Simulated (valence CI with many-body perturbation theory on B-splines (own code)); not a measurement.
# Nb25+: one-electron terms

Level of theory: relativistic CI+MBPT: six valence electrons over a frozen Dirac-Fock core [Ne], radial functions for each j: 9 s, 9 p, 8 d, 6 f, 3 g, 1 h, with the one-electron correlation potential Σ1 (screened to all orders), the two-electron term Σ2, the three-electron term Σ3, Breit, model QED; selected single and double excitations, second order for the rest, scaled by the run's own slope (own B-spline code, finite nucleus).

No measured levels were compared; by estimate levels of excited configurations hold to 0.05 to 0.15 % of their energy, terms of the ground configuration to about 0.5 %. Among the levels kept, up to 1500 cm⁻¹ of a level comes from second order outside the variational space, and about a tenth of that is noise between levels of different J, which matters for small intervals.

These are the spectroscopic orbitals of the CI (the correlating ones are not listed), shaped by the core and the other valence electrons. h is the expectation value of the core's Dirac-Fock operator, without the valence repulsion; Σ1 is computed up to l = 3 at one energy for each symmetry, that of its lowest orbital but kept below the first core excitation, so for empty shells it is not the orbital's own correlation shift; Breit and QED include the response of the core.

```
Orbital  h (hartree)  Σ1 (cm⁻¹)  Breit (cm⁻¹)  QED (cm⁻¹)  ⟨r⟩ (bohr)
  3s1/2      -61.823      -5827          5131        3688      0.3931
  4s1/2       -33.26      -1812          1874        1378      0.7502
  5s1/2      -20.722       -801           871         649       1.227
  6s1/2      -14.144       -429           479         359       1.817
  3p1/2      -59.293      -7180          8345        -172      0.3796
  4p1/2      -32.198      -2225          3097       -61.6      0.7479
  5p1/2      -20.187       -995          1470       -28.9       1.234
  6p1/2      -13.838       -538           817       -15.9       1.834
  3p3/2      -58.397      -6825          5154         177      0.3865
  4p3/2      -31.838      -2147          1889        68.5      0.7571
  5p3/2      -20.008       -966           922        33.2       1.246
  6p3/2      -13.737       -524           512        18.6       1.848
  3d3/2      -55.087      -8170          3595        -152      0.3414
  4d3/2      -30.528      -2146          1241       -51.0      0.7312
  5d3/2      -19.367       -942           588       -24.1       1.233
  3d5/2      -54.897      -7878          1629       -44.8      0.3434
  4d5/2      -30.447      -2068           560       -10.8      0.7336
  5d5/2      -19.326       -907           269        -4.3       1.236
  4f5/2      -29.715      -1495          78.0       -12.9      0.6582
  5f5/2      -18.955       -749          54.3        -7.2       1.172
  4f7/2      -29.683      -1473          13.0         2.7      0.6593
  5f7/2      -18.939       -737           9.1         0.7       1.174
  5g7/2      -18.783                      1.0        -2.3       1.049
  5g9/2      -18.774                      0.0         1.7       1.049
```

Among the shells of the start configuration 3s2 3p4, Σ1 is largest in size for 3p1/2, where it is 0.055 % of h.

Lowest root of each symmetry, sizes in configuration state functions:

| J | Parity | Roots | Reference | Variational | Second order | Change by selected CI (cm⁻¹) | Change by second order (cm⁻¹) |
| --- | --- | --- | --- | --- | --- | --- | --- |
| 0 | even | 3 | 19 | 58786 | 441679 | -24498 | -25 |
| 1 | even | 2 | 32 | 55706 | 1432541 | -24579 | -175 |
| 2 | even | 3 | 47 | 53576 | 2197778 | -24806 | -219 |
| 0 | odd | 5 | 32 | 59895 | 679330 | -22332 | -51 |
| 1 | odd | 10 | 84 | 59851 | 1923208 | -20442 | -470 |
| 2 | odd | 10 | 106 | 56435 | 3764784 | -18327 | -1074 |
| 3 | odd | 8 | 98 | 54284 | 3788698 | -23994 | -1330 |
| 4 | odd | 5 | 69 | 54481 | 3440921 | -24082 | -1101 |
| 5 | odd | 1 | 38 | 56762 | 2105674 | -28873 | -708 |
